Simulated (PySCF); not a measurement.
# Cadmium: a sound run and one with changed settings

Sound run: Cd⁺ [Kr] 4d10 5s1, Cd²⁺ [Kr] 4d10. Computed with PySCF 2.14 in cc-pVTZ-PP with ECP28MDF, with scalar relativity through the core potential. The sound run starts from symmetry-adapted Hartree-Fock orbitals and uses a fine grid where one is needed.

A second run was set up differently.

```csv
species,method,sound run (hartree),changed run (hartree),converged
Cd⁺,UHF,-166.56836,-166.56836,yes
Cd⁺,PBE0,-167.40490,-168.28238,yes
Cd⁺,M06-L,-167.53008,-169.73108,yes
Cd²⁺,UHF,-165.99737,-165.99737,yes
Cd²⁺,PBE0,-166.77804,-167.66574,yes
Cd²⁺,M06-L,-166.92469,-169.16167,yes
```

Ionisation energy of Cd⁺:

| method | sound run (eV) | changed run (eV) |
| --- | --- | --- |
| UHF | 15.537 | 15.537 |
| PBE0 | 17.058 | 16.780 |

Question: What was changed?
A. minimal basis
B. basis contracted for another Hamiltonian
C. a valence shell is frozen
D. angular grid far too coarse

Answer: D. It used 14 angular points. A coarse angular grid integrates products of high-l functions wrongly, so density functionals can shift, and the SCF can exploit the error; Hartree-Fock and MP2 need no grid.
